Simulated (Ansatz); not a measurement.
Consider the isomerisation: `BN[SiH](C)Cl` → `CB(N)[SiH2]Cl`.

Calculated with Ansatz (gas phase, PBE0-D4/def2-TZVP geometries, no zero-point term in ΔE). CCSD(T)/CBS is the MP2 limit (def2-TZVPP, def2-QZVPP) plus CCSD(T) − MP2 in def2-TZVPP, frozen cores. DFT in def2-TZVPP. B3LYP here is the variant with VWN-RPA as its local correlation; programs differ in this. Each species was taken in one conformer, which may not be the lowest.

```
             level  ΔE (kJ/mol)
           PBE0-D4         61.0
          B3LYP-D4         70.7
           ωB97M-V         76.5
               PBE         52.4
             B3LYP         67.8
SCS-MP2/def2-TZVPP         81.6
   CCSD/def2-TZVPP         75.3
     HF/def2-QZVPP         87.1
```

Question: What does CCSD(T)/CBS give? (An estimate is asked.)

Answer: Ansatz gave: +74.9 kJ/mol. The listed levels differ from it by -13.9, -4.2, 1.6, -22.5, -7.1, 6.7, 0.4, 12.2 kJ/mol.

Largest T1 diagnostic among the species: 0.011.

In def2-TZVPP, CCSD(T) changes the Hartree–Fock value by −11.7 kJ/mol (the triples alone add −1.2 kJ/mol) and MP2 by −3.9 kJ/mol. From PBE to PBE0 (25 % exact exchange), in def2-TZVPP and without D4, ΔE moves by +7.2 kJ/mol.
